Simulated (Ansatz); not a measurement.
One change: `COB(F)OC` becomes `COB(F)[SiH2]F`.

Ansatz, PBE0-D4/def2-TZVP geometries, multiplicity 1. Each molecule was computed in one conformer, which needn't be the lowest.

```csv
property,`COB(F)OC`
LUMO energy (B3LYP/def2-TZVPP) / eV,0.58
HOMO energy (B3LYP/def2-TZVPP) / eV,-8.25
HOMO energy (PBE/def2-TZVPP) / eV,-6.91
size of the dipole moment (ωB97M-V/def2-TZVPP) / D,2.11
HOMO–LUMO gap (PBE0/def2-TZVPP) / eV,9.42
LUMO energy (PBE0/def2-TZVPP) / eV,0.92
```

**Question.** Give the same properties after the change, and the shifts. (Best estimate.)

**Answer.** The calculation gave: 
| property | `COB(F)[SiH2]F` | shift |
| --- | --- | --- |
| LUMO energy (B3LYP/def2-TZVPP) / eV | -0.93 | -1.51 |
| HOMO energy (B3LYP/def2-TZVPP) / eV | -8.22 | 0.03 |
| HOMO energy (PBE/def2-TZVPP) / eV | -6.99 | -0.08 |
| size of the dipole moment (ωB97M-V/def2-TZVPP) / D | 1.44 | -0.67 |
| HOMO–LUMO gap (PBE0/def2-TZVPP) / eV | 7.69 | -1.73 |
| LUMO energy (PBE0/def2-TZVPP) / eV | -0.73 | -1.65 |

With PBE0 the HOMO rises by 0.08 eV and the LUMO falls by 1.65 eV, so the gap narrows by about 1.73 eV. PBE moves the HOMO by -0.08 eV and ωB97M-V by 0.26 eV. Dipoles are sizes alone; their direction can turn.

B3LYP here is the variant with VWN-RPA as its local correlation; programs differ in this.
